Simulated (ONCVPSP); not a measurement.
# W (Z = 74), ONCV: configuration errors across variants

- Element: tungsten
- Generator: ONCVPSP 4.0.1
- Type: optimised norm-conserving Vanderbilt (ONCV)
- Functional: BLYP
- Relativity: scalar-relativistic
- Frozen core: [Kr] 4d10 4f14
- Valence charge: 14
- Reference configuration: 5s2 5p6 5d4 6s2
- Partial waves: 5s+6s: rc 1.95 bohr, ncon 5, nbas 10, qcut 7.8 1/bohr, 2 projectors; 5p: rc 1.15 bohr, ncon 4, nbas 8, qcut 6.6 1/bohr, 2 projectors, debl 2.1 Ha; 5d: rc 2.45 bohr, ncon 4, nbas 8, qcut 7.5 1/bohr, 2 projectors, debl 1 Ha
- Local potential: polynomial inside 0.90 bohr (lpopt 5, dvloc0 -1 Ha)
- Core correction: Teter function fitted to the true core (icmod 2), fcfact 0.25

All-electron excitation energies from the reference (eV): (1) 5s2 5p6 5d4 6s1 8.815; (2) 5s2 5p6 5d4 6s0 24.566; (3) 5s2 5p6 5d3 6s0 49.908; (4) 5s2 5p6 5d4 6s0 6p2 9.287.

1 further variants failed, have other tests or too few solved ones, and are left out.

A true bound ghost makes a file unfit for plane-wave use even where its test errors are small: the radial tests pick states by their node count and pass the ghost by.

Errors AE − PS in meV (a dash: test not solved or not reliable):

```csv
change,(1),(2),(3),(4),bound ghosts,GHOST(+) flags above zero
base,-2.9,-6.3,-11,-3.7,s,none
d: qcut 5.1,-2.6,-7.1,-9.6,-4.2,s,d
d: qcut 6.2,-2.8,-6.4,-10,-3.8,"s, d",none
d: qcut 8.2,-2.9,-6.3,-11,-3.7,s,none
d: qcut 9.4,-3.0,-6.3,-11,-3.5,s,none
```

Give the same row for: d: qcut 7.

-2.9, -6.4, -11, -3.8; bound ghosts: s; GHOST(+) flags above zero: none.
